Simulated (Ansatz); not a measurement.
Born–Oppenheimer molecular dynamics of ClFH₄Sn (7 atoms, charge 0, multiplicity 1). It starts at the highest image of a converged band. Of that band: A vibrational analysis at the climbing image gives 2 clearly imaginary modes (359i, 144i cm⁻¹): a point of higher order. A lower path may pass nearby, or the ends, which weren't checked, may share the extra mode.

Level of theory: Ansatz 0.2.0, RKS PBE0-D4/def2-SVP.

```json
{
 "ensemble": "NVE (velocity Verlet)",
 "time step": "0.5 fs",
 "steps asked": "200",
 "starting velocities drawn for": "100 K",
 "seed": "9909"
}
```

First frame:

```xyz
7
Properties=species:S:1:pos:R:3
Sn -0.231 0.000 -0.223
Cl -0.040 0.000 2.690
H 1.440 0.000 0.112
H -0.708 1.454 -0.976
H -0.708 -1.454 -0.976
F -1.988 0.000 0.964
H -1.339 0.000 1.983
```

How far do the bonds stretch over the last three quarters of this one trajectory? (Pairs bonded in most of those frames.)


```csv
bond,mean (Å),spread (Å),shortest,longest
Sn1–Cl2,2.543,0.230,2.20,2.84
Sn1–H3,1.715,0.015,1.69,1.74
Sn1–H4,1.702,0.004,1.69,1.71
Sn1–H5,1.703,0.016,1.68,1.73
F6–H7,0.981,0.063,0.89,1.12
```

Pairs bonded in part of these frames only: Sn1–F6 46 %, Cl2–H7 16 %, F6–H7 93 %.

Mean temperature of the second half: 978 K. The conserved energy stayed within 0.15 meV per atom of its start (net change -0.14 meV per atom), so the integration is sound. The kinetic energy rose, since the run started high on the potential surface and went downhill. It ends in pieces (ClH3Sn + FH), so much of that is their flight and rotation, not heat. A run of 0.1 ps of so small a system gives no equilibrium averages. The orbitals stay closed-shell, which can raise the energy where a bond breaks towards radicals; this wasn't checked here.

Run time: 10 min on 1 thread of Arm Neoverse V2 (shared host), peak memory 0.16 GiB.
